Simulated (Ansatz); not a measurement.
**Question.** Name a neutral molecule of Br, C, Mg and H with HOMO energy (PBE/def2-TZVPP) between -6.65 and -6.35 eV and LUMO energy (ωB97M-V/def2-TZVPP) between 0.05 and 0.35 eV (Ansatz, PBE0-D4/def2-TZVP geometry).

**Answer.** `[CH3][Mg][Br]` (-6.39 eV, 0.14 eV). Other molecules can fit too; these were computed, each in one conformer that needn't be the lowest.
